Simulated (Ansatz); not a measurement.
AsBF3H3, relaxed with RKS PBE0-D4/def2-TZVP in the Gaussian-basis code of Ansatz from a PBE-D4/def2-SVP geometry. The force threshold is 0.005 eV/Å; the program also tests the step.

The species carries charge 0 and has multiplicity 1. The bonds changed during the relaxation, so this is another structure than the one it started from.

Start:

```xyz
8

F    -2.100   -0.695   -0.479
B    -1.528   -0.550    0.712
F    -0.959   -1.596    1.302
F    -1.697    0.580    1.392
As    1.032    0.369   -0.475
H     1.139    1.634   -1.339
H     2.271    0.733    0.354
H     1.843   -0.475   -1.468
```

```json
{"step": "1", "energy (eV)": "-69709.6194", "largest force (eV/Å)": "0.567", "largest move (Å)": "0.000"}
{"step": "2 (rejected)", "energy (eV)": "-69709.6062", "largest force (eV/Å)": "0.768", "largest move (Å)": "0.114"}
{"step": "3", "energy (eV)": "-69709.6435", "largest force (eV/Å)": "0.172", "largest move (Å)": "0.055"}
{"step": "4", "energy (eV)": "-69709.6462", "largest force (eV/Å)": "0.027", "largest move (Å)": "0.021"}
{"step": "5", "energy (eV)": "-69709.6464", "largest force (eV/Å)": "0.027", "largest move (Å)": "0.006"}
{"step": "6", "energy (eV)": "-69709.6466", "largest force (eV/Å)": "0.001", "largest move (Å)": "0.011"}
```

End:

```xyz
8

F    -2.149   -0.713   -0.441
B    -1.593   -0.573    0.742
F    -1.015   -1.604    1.320
F    -1.746    0.550    1.409
As    1.098    0.394   -0.509
H     1.197    1.646   -1.360
H     2.314    0.749    0.324
H     1.894   -0.449   -1.486
```

It took 21 s on 4 threads of a server CPU on a shared host, with 0.48 GiB of host memory at the peak.
